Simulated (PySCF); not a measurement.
## B³⁺ (boron, charge +3) across methods

1s2, closed-shell 1S. Calculation: PySCF 2.14, in aug-cc-pVDZ (4s3p2d, 23 functions); no relativity, point nucleus.

```tsv
method	E (hartree)	mean ε 1s (eV)	Σ⟨r²⟩ (bohr²)	⟨S²⟩
LC-wPBE	-21.9886	-237.43	0.2886	0.000
r2SCAN	-22.0321	-234.43	0.2863	0.000
PBE0	-21.9933	-238.64	0.2872	0.000
M06-L	-22.0700	-234.74	0.2844	0.000
B2PLYP	-22.0136	-246.93	0.2866	0.000
B3LYP	-22.0198	-237.69	0.2879	0.000
LDA	-21.7416	-228.78	0.2897	0.000
UHF	-21.98543	-259.71	0.2846	0.000
PBE	-21.9805	-231.33	0.2884	0.000
```
